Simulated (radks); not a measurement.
Species: Sn III. Configuration: [Kr] 4d10 5s1.5 5d0.5 (fractional occupations, a model configuration).

Method: Dirac Kohn-Sham, LDA (Slater exchange, Perdew-Wang correlation), spin-unpolarised, spherical densities, finite nucleus; open shells fill j = l - 1/2 first; Fermi nuclear charge, rms radius 4.6519 fm; computed with a radial shooting solver on a logarithmic mesh with Libxc functionals.

Energy parts (hartree):
part                        energy
total                  -6172.38433
kinetic                 6497.30190
electron-nucleus      -14953.64277
Hartree                 2443.20790
exchange-correlation    -159.25136

Orbitals (lengths in bohr, moments of r in powers of bohr; <r^-3> diverges for s and p1/2):
1s1/2: occ. 2; eigenvalue (hartree) -1064.972; small-component weight 3.37e-02
2s1/2: occ. 2; eigenvalue (hartree) -161.3819; small-component weight 7.13e-03
2p1/2: occ. 2; eigenvalue (hartree) -150.8831; small-component weight 7.15e-03
2p3/2: occ. 4; eigenvalue (hartree) -142.4193; <r^-3> 4297; small-component weight 6.83e-03
3s1/2: occ. 2; eigenvalue (hartree) -31.71432; small-component weight 2.06e-03
3p1/2: occ. 2; eigenvalue (hartree) -27.44125; small-component weight 2.00e-03
3p3/2: occ. 4; eigenvalue (hartree) -25.89604; <r^-3> 799.4; small-component weight 1.92e-03
3d3/2: occ. 4; eigenvalue (hartree) -18.31142; <r^-3> 125.7; small-component weight 1.80e-03
3d5/2: occ. 6; eigenvalue (hartree) -17.99209; <r^-3> 117.3; small-component weight 1.78e-03
4s1/2: occ. 2; eigenvalue (hartree) -5.63669; small-component weight 5.61e-04
4p1/2: occ. 2; eigenvalue (hartree) -4.21244; small-component weight 5.00e-04
4p3/2: occ. 4; eigenvalue (hartree) -3.93093; <r^-3> 145.5; small-component weight 4.72e-04
4d3/2: occ. 4; eigenvalue (hartree) -1.69728; <r^-3> 15.76; small-component weight 3.27e-04
4d5/2: occ. 6; eigenvalue (hartree) -1.65824; <r^-3> 14.54; small-component weight 3.19e-04
4f5/2: occ. 0; eigenvalue (hartree) -0.19116; <r^-3> 0.02623; small-component weight 1.02e-05
4f7/2: occ. 0; eigenvalue (hartree) -0.19113; <r^-3> 0.02605; small-component weight 1.02e-05
5s1/2: occ. 1.5; eigenvalue (hartree) -1.03033; small-component weight 9.07e-05
5p1/2: occ. 0; eigenvalue (hartree) -0.73407; small-component weight 6.60e-05
5p3/2: occ. 0; eigenvalue (hartree) -0.70576; <r^-3> 14.70; small-component weight 6.23e-05
5d3/2: occ. 0.5; eigenvalue (hartree) -0.35706; <r^-3> 1.007; small-component weight 2.96e-05
5d5/2: occ. 0; eigenvalue (hartree) -0.35457; <r^-3> 0.9467; small-component weight 2.94e-05
6s1/2: occ. 0; eigenvalue (hartree) -0.36942; small-component weight 2.44e-05
6d3/2: occ. 0; eigenvalue (hartree) -0.16797; <r^-3> 0.3695; small-component weight 1.23e-05
6d5/2: occ. 0; eigenvalue (hartree) -0.16705; <r^-3> 0.3480; small-component weight 1.23e-05

The highest occupied level is 5d3/2 at -9.716 eV. The configuration is held as typed, so some empty levels lie below it. The density falls to 0.001 e/bohr^3 at r = 4.02 bohr.
